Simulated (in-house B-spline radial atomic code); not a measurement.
**Sr³⁺: [Ar] (3d3/2)4 (3d5/2)5 4s2 4p6 (with a hole in an inner shell)**

Method: Dirac-Hartree-Fock, average of the jj configuration, Fermi nucleus of rms radius 4.224 fm. Calculated with a B-spline radial code for spherical atoms.

Screening seen three ways: the hydrogenic charge with the same mean radius, Z_r = [3n² - l(l+1)]/(2<r>), the one with the same energy, Z_e = n√(-2ε), and Slater's rules. Values are occupation-weighted means over j. An effective charge above Z reflects the relativistic contraction of the inner shells.

| shell | electrons | ε (eV) | <r> (bohr) | Z_r | Z_e | Slater |
| --- | --- | --- | --- | --- | --- | --- |
| 1s | 2 | -16258 | 0.03915 | 38.31 | 34.57 | 37.70 |
| 2s | 2 | -2314.5 | 0.1717 | 34.95 | 26.09 | 33.85 |
| 2p | 6 | -2057 | 0.1502 | 33.29 | 24.59 | 33.85 |
| 3s | 2 | -425 | 0.4846 | 27.86 | 16.77 | 26.75 |
| 3p | 6 | -338.61 | 0.49 | 25.51 | 14.97 | 26.75 |
| 3d | 9 | -198.47 | 0.4842 | 21.68 | 11.46 | 17.20 |
| 4s | 2 | -84.801 | 1.3 | 18.46 | 9.99 | 11.10 |
| 4p | 6 | -59.943 | 1.45 | 15.87 | 8.40 | 11.10 |

The least bound orbital is 4p3/2 at -59.41 eV, and it is also the most diffuse (<r> = 1.459 bohr). The part-filled 3d shell lies below the filled 4p shell in orbital energy.

For the 1s electron the small component carries 1.91 % of the norm, the zero-frequency Breit interaction raises the level by 28.13 eV, self-energy by 15.05 eV, and vacuum polarisation lowers it by 1.622 eV.
